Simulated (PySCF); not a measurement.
H12NiO6, charge +2, triplet, at a GFN2-xTB geometry (such geometries of metal compounds can be far from the true shape); DF-HF/3-21G run with PySCF.

Input for PySCF:
```python
from pyscf import gto, scf

mol = gto.Mole()
mol.atom = '''
    Ni    0.000000    0.000000    0.000000
    O    -0.735553    1.843576   -0.772697
    H    -1.574761    1.839847   -1.251578
    H    -0.164271    2.473733   -1.230213
    O     1.671991    0.968439    0.896349
    H     1.592031    1.817263    1.350096
    H     2.503489    0.999858    0.405193
    O     1.197250   -0.322544   -1.731885
    H     1.767368   -1.102198   -1.758672
    H     0.849415   -0.209270   -2.625731
    O    -1.197250    0.322544    1.731885
    H    -1.767368    1.102198    1.758672
    H    -0.849415    0.209270    2.625731
    O    -1.671991   -0.968439   -0.896349
    H    -1.592031   -1.817263   -1.350096
    H    -2.503489   -0.999858   -0.405193
    O     0.735553   -1.843576    0.772697
    H     0.164271   -2.473733    1.230213
    H     1.574761   -1.839847    1.251578
'''
mol.basis = '3-21g'
mol.charge = 2
mol.spin = 2
mol.verbose = 4
mol.build()

mf = scf.UHF(mol)
mf = mf.density_fit(auxbasis='def2-universal-jkfit')
mf.kernel()
```

Problem. What does PySCF print? Leave out banner, timings and long lists.

Solution. 
```
PySCF version 2.14.0

[INPUT] verbose = 4
[INPUT] num. atoms = 19
[INPUT] num. electrons = 86
[INPUT] charge = 2
[INPUT] spin (= nelec alpha-beta = 2S) = 2
[INPUT] symmetry False subgroup None
[INPUT] Mole.unit = angstrom
[INPUT] Symbol           X                Y                Z      unit          X                Y                Z       unit  Magmom
[INPUT]  1 Ni     0.000000000000   0.000000000000   0.000000000000 AA    0.000000000000   0.000000000000   0.000000000000 Bohr   0.0
[INPUT]  2 O     -0.735553000000   1.843576000000  -0.772697000000 AA   -1.389993720102   3.483853729821  -1.460185707273 Bohr   0.0
[INPUT]  3 H     -1.574761000000   1.839847000000  -1.251578000000 AA   -2.975867001646   3.476806941103  -2.365139643531 Bohr   0.0
[INPUT]  4 H     -0.164271000000   2.473733000000  -1.230213000000 AA   -0.310427200208   4.674677875299  -2.324765644880 Bohr   0.0
[INPUT]  5 O      1.671991000000   0.968439000000   0.896349000000 AA    3.159605072738   1.830084478348   1.693854122028 Bohr   0.0
[INPUT]  6 H      1.592031000000   1.817263000000   1.350096000000 AA    3.008502571817   3.434129366305   2.551311681871 Bohr   0.0
[INPUT]  7 H      2.503489000000   0.999858000000   0.405193000000 AA    4.730908565861   1.889457783455   0.765703797591 Bohr   0.0
[INPUT]  8 O      1.197250000000  -0.322544000000  -1.731885000000 AA    2.262474602636  -0.609519823122  -3.272788329242 Bohr   0.0
[INPUT]  9 H      1.767368000000  -1.102198000000  -1.758672000000 AA    3.339841481320  -2.082852355043  -3.323408422941 Bohr   0.0
[INPUT] 10 H      0.849415000000  -0.209270000000  -2.625731000000 AA    1.605161716097  -0.395462986088  -4.961912466780 Bohr   0.0
[INPUT] 11 O     -1.197250000000   0.322544000000   1.731885000000 AA   -2.262474602636   0.609519823122   3.272788329242 Bohr   0.0
[INPUT] 12 H     -1.767368000000   1.102198000000   1.758672000000 AA   -3.339841481320   2.082852355043   3.323408422941 Bohr   0.0
[INPUT] 13 H     -0.849415000000   0.209270000000   2.625731000000 AA   -1.605161716097   0.395462986088   4.961912466780 Bohr   0.0
[INPUT] 14 O     -1.671991000000  -0.968439000000  -0.896349000000 AA   -3.159605072738  -1.830084478348  -1.693854122028 Bohr   0.0
[INPUT] 15 H     -1.592031000000  -1.817263000000  -1.350096000000 AA   -3.008502571817  -3.434129366305  -2.551311681871 Bohr   0.0
[INPUT] 16 H     -2.503489000000  -0.999858000000  -0.405193000000 AA   -4.730908565861  -1.889457783455  -0.765703797591 Bohr   0.0
[INPUT] 17 O      0.735553000000  -1.843576000000   0.772697000000 AA    1.389993720102  -3.483853729821   1.460185707273 Bohr   0.0
[INPUT] 18 H      0.164271000000  -2.473733000000   1.230213000000 AA    0.310427200208  -4.674677875299   2.324765644880 Bohr   0.0
[INPUT] 19 H      1.574761000000  -1.839847000000   1.251578000000 AA    2.975867001646  -3.476806941103   2.365139643531 Bohr   0.0

nuclear repulsion = 690.023420712571
number of shells = 65
number of NR pGTOs = 180
number of NR cGTOs = 105
basis = 3-21g
ecp = {}

******** <class 'pyscf.df.df_jk.DFUHF'> ********
method = DFUHF
initial guess = minao
damping factor = 0
level_shift factor = 0
DIIS = <class 'pyscf.scf.diis.CDIIS'>
diis_start_cycle = 1
diis_space = 8
diis_damp = 0
SCF conv_tol = 1e-09
SCF conv_tol_grad = None
SCF max_cycles = 50
direct_scf = False
number electrons alpha = 44  beta = 42
Set gradient conv threshold to 3.16228e-05
******** <class 'pyscf.df.df.DF'> ********
auxbasis = def2-universal-jkfit
init E= -1950.33838168009

cycle= 1 E= -1928.56478357165  delta_E= 21.8  |g|= 4.26  |ddm|= 7.18
cycle= 2 E= -1868.28248008883  delta_E= 60.3  |g|= 10.9  |ddm|= 10.7
cycle= 3 E= -1941.89727244237  delta_E= -73.6  |g|=  6.3  |ddm|= 6.23
cycle= 4 E= -1945.83225950422  delta_E= -3.93  |g|= 4.91  |ddm|= 1.24
cycle= 5 E= -1950.37334409133  delta_E= -4.54  |g|= 2.11  |ddm|= 2.47
cycle= 6 E= -1952.5483288676  delta_E= -2.17  |g|= 0.843  |ddm|= 1.63
cycle= 7 E= -1952.71841837136  delta_E= -0.17  |g|= 0.512  |ddm|= 0.373
cycle= 8 E= -1952.77427812409  delta_E= -0.0559  |g|= 0.265  |ddm|= 0.253
cycle= 9 E= -1952.79504136734  delta_E= -0.0208  |g|= 0.0562  |ddm|= 0.186
cycle= 10 E= -1952.79696630718  delta_E= -0.00192  |g|= 0.0166  |ddm|= 0.0563
cycle= 11 E= -1952.79750226874  delta_E= -0.000536  |g|= 0.0146  |ddm|= 0.0197
cycle= 12 E= -1952.79832250592  delta_E= -0.00082  |g|= 0.0124  |ddm|= 0.0339
cycle= 13 E= -1952.79930815489  delta_E= -0.000986  |g|= 0.00987  |ddm|= 0.0507
cycle= 14 E= -1952.80006432486  delta_E= -0.000756  |g|= 0.00729  |ddm|= 0.0547
cycle= 15 E= -1952.80047615264  delta_E= -0.000412  |g|= 0.00571  |ddm|= 0.041
cycle= 16 E= -1952.80064189092  delta_E= -0.000166  |g|= 0.00539  |ddm|= 0.0189
cycle= 17 E= -1952.80081098498  delta_E= -0.000169  |g|= 0.0052  |ddm|= 0.0175
cycle= 18 E= -1952.80108849135  delta_E= -0.000278  |g|= 0.00491  |ddm|= 0.0296
cycle= 19 E= -1952.80191526759  delta_E= -0.000827  |g|= 0.00468  |ddm|= 0.104
cycle= 20 E= -1952.80195027512  delta_E= -3.5e-05  |g|= 0.00422  |ddm|= 0.005
cycle= 21 E= -1952.80264676683  delta_E= -0.000696  |g|= 0.00599  |ddm|= 0.139
cycle= 22 E= -1952.8027457332  delta_E= -9.9e-05  |g|= 0.00336  |ddm|= 0.0312
cycle= 23 E= -1952.80285442007  delta_E= -0.000109  |g|= 0.00401  |ddm|= 0.0649
cycle= 24 E= -1952.80286436465  delta_E= -9.94e-06  |g|= 0.000963  |ddm|= 0.00565
cycle= 25 E= -1952.80287233891  delta_E= -7.97e-06  |g|= 0.00262  |ddm|= 0.0177
cycle= 26 E= -1952.80287603452  delta_E= -3.7e-06  |g|= 0.00157  |ddm|= 0.00346
cycle= 27 E= -1952.80288002376  delta_E= -3.99e-06  |g|= 0.000452  |ddm|= 0.00443
cycle= 28 E= -1952.80288110563  delta_E= -1.08e-06  |g|= 0.000372  |ddm|= 0.00299
cycle= 29 E= -1952.80288156158  delta_E= -4.56e-07  |g|= 0.000232  |ddm|= 0.00151
cycle= 30 E= -1952.8028817935  delta_E= -2.32e-07  |g|= 0.00022  |ddm|= 0.000886
cycle= 31 E= -1952.80288219139  delta_E= -3.98e-07  |g|= 0.000199  |ddm|= 0.00138
cycle= 32 E= -1952.80288280376  delta_E= -6.12e-07  |g|= 0.000168  |ddm|= 0.00216
cycle= 33 E= -1952.80288311082  delta_E= -3.07e-07  |g|= 0.000152  |ddm|= 0.0013
cycle= 34 E= -1952.80288336352  delta_E= -2.53e-07  |g|= 0.000141  |ddm|= 0.0011
cycle= 35 E= -1952.80288357653  delta_E= -2.13e-07  |g|= 0.000131  |ddm|= 0.000946
cycle= 36 E= -1952.80288387798  delta_E= -3.01e-07  |g|= 0.000113  |ddm|= 0.00149
cycle= 37 E= -1952.80288429352  delta_E= -4.16e-07  |g|= 7.65e-05  |ddm|= 0.00283
cycle= 38 E= -1952.80288445874  delta_E= -1.65e-07  |g|= 5.13e-05  |ddm|= 0.002
cycle= 39 E= -1952.80288450812  delta_E= -4.94e-08  |g|= 3.37e-05  |ddm|= 0.00115
cycle= 40 E= -1952.80288451644  delta_E= -8.32e-09  |g|= 2.57e-05  |ddm|= 0.000348
cycle= 41 E= -1952.80288451926  delta_E= -2.82e-09  |g|= 2.12e-05  |ddm|= 0.000166
cycle= 42 E= -1952.80288452065  delta_E= -1.39e-09  |g|= 1.77e-05  |ddm|= 0.000111
cycle= 43 E= -1952.8028845212  delta_E= -5.56e-10  |g|= 1.52e-05  |ddm|= 9e-05
Extra cycle  E= -1952.80288452164  delta_E= -4.34e-10  |g|= 1.45e-05  |ddm|= 1.54e-05
converged SCF energy = -1952.80288452164  <S^2> = 2.0005406  2S+1 = 3.0003604
```
